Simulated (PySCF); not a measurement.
## Shapes and spin states of RuO₂F

Level of theory: PySCF, PBE0, basis Ru def2-TZVP with ECP28, O def2-TZVP, F def2-TZVP (scalar-relativistic core potentials, no spin–orbit coupling, density fitting).

Relaxations began from a few typed shapes and spin states; open shells are unrestricted. The search is not exhaustive: other isomers or separated fragments can lie lower, and high-lying points may rest on an excited occupation.

| spin | group | bonds | angles | imaginary modes (cm⁻¹) | ΔE (kJ/mol) | ΔE with ZPE (kJ/mol) |
| --- | --- | --- | --- | --- | --- | --- |
| doublet | C2v | Ru–F 1.839 Å, Ru–O 1.644 Å (×2) | F–Ru–O 117.2° (×2), O–Ru–O 125.5° | none | 0.0 | 0.0 |
| quartet | C2v | Ru–F 1.845 Å, Ru–O 1.680 Å (×2) | F–Ru–O 123.7° (×2), O–Ru–O 112.6° | none | 19.6 | 19.3 |
| doublet | C2v | Ru–F 1.872 Å, Ru–O 1.651 Å (×2) | F–Ru–O 112.9° (×2), O–Ru–O 134.2° | none | 32.6 | 33.1 |

The lowest minimum found is the doublet C2v: Ru–F 1.839 Å, Ru–O 1.644 Å (×2); F–Ru–O 117.2° (×2), O–Ru–O 125.5°.

Formally Ru is in oxidation state +5, d3, with 1 unpaired electron (the high-spin count would be 3). The Mulliken spin on Ru is 0.75. The polar-tensor charge on Ru, 1.85, is far below the formal one.

For the lowest minimum: other spin states or occupations of the open shell can lie lower.
